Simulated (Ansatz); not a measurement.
Harmonic frequencies (cm⁻¹) at PBE0-D4/def2-TZVP from Ansatz: 229, 619, 958.

(1) Which molecule is it?
A. `[O][Ga]([Cl])[Cl]`•
B. `[Cl][GeH][Cl]`•
C. `Cl[B]Br`•
D. `[O][AlH2]`•

Results:

(1) C.
